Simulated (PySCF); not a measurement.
Match the calculated data to a structure.

All candidates are CH10NSi3 (doublet state).

- EPR couplings: largest isotropic hyperfine couplings (means over sets of like nuclei): 29Si -84.2, 1H -52.8, 29Si +50.2, 1H +37.0 (×2), 14N +25.1 MHz [unrestricted B3LYP/IGLO-III on C N Si, pcH-1 on H, mean-field spin–orbit]
- EPR g: 2.00532 [unrestricted B3LYP/IGLO-III on C N Si, pcH-1 on H, mean-field spin–orbit]
- Dipole: 1.56 D [PBE0-D3(BJ)/def2-SVP]
- Rotational structure: rotational constants A, B, C: 3.063, 1.393, 1.139 GHz [PBE0-D3(BJ)/def2-SVP]

Gas-phase values; electronic properties from PySCF, density fitting. Levels stand in brackets. One conformer (not necessarily the lowest) at the PBE0-D3(BJ)/def2-SVP geometry, without solvent or vibrations. Couplings of like nuclei are plain means over topologically equivalent atoms, as if these changed places fast (by rotation of a methyl-like group, say); in this geometry the members of some sets differ.

Question: Which candidate is it?
A. `[NH][SiH2][SiH2]C[SiH3]` [doublet state]
B. `N[SiH2][SiH2][CH][SiH3]` [doublet state]
C. `N[SiH][SiH2]C[SiH3]` [doublet state]
D. `N[SiH2][SiH2]C[SiH2]` [doublet state]

Answer: A. It is `[NH][SiH2][SiH2]C[SiH3]` [doublet state]. Numbering: `[NH:1][SiH2:2][SiH2:3][CH2:4][SiH3:5]`. The optimised geometry has point group C1 and is an asymmetric top. The largest Mulliken spin population (0.92) sits on a nitrogen bonded to Si and H [N1]. The couplings belong to: 29Si -84.2 MHz, silicon bonded to C, Si and 2 H [Si3]; 1H -52.8 MHz, hydrogen on N1; 29Si +50.2 MHz, silicon bonded to N, Si and 2 H [Si2]; 1H +37.0 MHz, hydrogen on Si2; 14N +25.1 MHz, nitrogen bonded to Si and H [N1].

The others, at the same levels:
- `N[SiH2][SiH2]C[SiH2]` [doublet state] fails: its computed isotropic g value is 2.00302 (against 2.00532), rotational constant A is 9.403 GHz (against 3.063 GHz) and smallest rotational constant is 0.726 GHz (against 1.139 GHz).
- `N[SiH][SiH2]C[SiH3]` [doublet state] fails: its computed isotropic g value is 2.00293 (against 2.00532), rotational constant A is 5.932 GHz (against 3.063 GHz) and smallest rotational constant is 0.800 GHz (against 1.139 GHz).
- `N[SiH2][SiH2][CH][SiH3]` [doublet state] fails: its computed isotropic g value is 2.00269 (against 2.00532), rotational constant A is 3.930 GHz (against 3.063 GHz) and smallest rotational constant is 0.933 GHz (against 1.139 GHz).

Each candidate is one conformer, not necessarily the lowest. The conformers computed, where there is a choice (atom-mapped SMILES and torsion angles):
- `[NH:1][SiH2:2][SiH2:3][CH2:4][SiH3:5]`: N1–Si2–Si3–C4 -45°, Si2–Si3–C4–Si5 -53°, H–N1–Si2–Si3 89°
- `[NH2:1][SiH2:2][SiH2:3][CH2:4][SiH2:5]`: N1–Si2–Si3–C4 180°, Si2–Si3–C4–Si5 180°, H–N1–Si2–Si3 -68°, H–N1–Si2–Si3 68°
- `[NH2:1][SiH:2][SiH2:3][CH2:4][SiH3:5]`: N1–Si2–Si3–C4 55°, Si2–Si3–C4–Si5 179°, H–N1–Si2–Si3 -59°, H–N1–Si2–Si3 156°
- `[NH2:1][SiH2:2][SiH2:3][CH:4][SiH3:5]`: N1–Si2–Si3–C4 -63°, Si2–Si3–C4–Si5 -89°, H–N1–Si2–Si3 164°, H–N1–Si2–Si3 -57°
